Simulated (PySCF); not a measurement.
# Computed properties of C₅H₄O₂, SMILES C1=COC(=C=C)O1

C₅H₄O₂, SMILES C=C=C1OC=CO1. The structure is a stationary point at TPSSh-D3(BJ)/def2-SVP. The structure was generated by enumeration, and PubChem lists no compound with its InChIKey, so it may never have been made. Other conformers were not sampled. All values are computed for the isolated molecule unless a solvent is named; none is compared with measurement here.

**Structure.** The optimised structure has C2v symmetry. All 27 harmonic modes at TPSSh-D3(BJ)/def2-SVP (PySCF) are real, so it is a minimum. With heavy atoms numbered as in [CH2:1]=[C:2]=[C:3]1[O:4][CH:5]=[CH:6][O:7]1, the shortest bond between them is C1–C2 at 1.311 Å and the longest C3–O7 at 1.383 Å.

**Vibrations.** The strongest infrared lines (harmonic, unscaled, degenerate partners summed) lie at 2103 cm⁻¹ (310 km/mol, C 99 %), 1353 cm⁻¹ (293 km/mol, C 48 %, H 45 %), 1187 cm⁻¹ (137 km/mol, H 40 %, O 31 %, C 29 %). The softest mode is at 127 cm⁻¹ and the zero-point energy is 48.4 kcal/mol.

**Electronic structure.** r2SCAN/def2-TZVP (PySCF) places the frontier levels at -4.64 and -1.29 eV, a gap of 3.35 eV, and gives a dipole moment of 1.66 D and a mean polarisability of 68.7 bohr³. PBE/def2-TZVP (PySCF) at the same geometry gives -4.47 and -1.51 eV, so its gap is 0.39 eV narrower. An orbital gap is neither the optical nor the fundamental gap.

**Excitations.** TDA-PBE0/def2-SVPD (PySCF) has S1 at 3.52 eV (352 nm, f = 0.000, dark); the most intense of the 10 singlets computed lies at 6.50 eV (f = 0.42). T1 (TDA) is at 3.12 eV, 0.40 eV under S1. TDA-PBE/def2-SVPD (PySCF) puts S1 at 3.11 eV. No vertical singlet excitation falls in the visible range (under 3.1 eV).

**NMR.** GIAO shifts at KT2/pcSseg-1 (PySCF) (non-relativistic, atoms alike by connectivity averaged): ¹³C from 109.1 to 203.9 ppm against TMS; ¹H at 7.1 ppm against TMS.

**Solvation.** SMD-ωB97X/def2-SVP (PySCF) gives -1.0 kcal/mol in water, -4.2 kcal/mol in dichloromethane, -4.2 kcal/mol in acetonitrile (1 M in both phases, gas-phase geometry); of these solvents dichloromethane holds the molecule best.
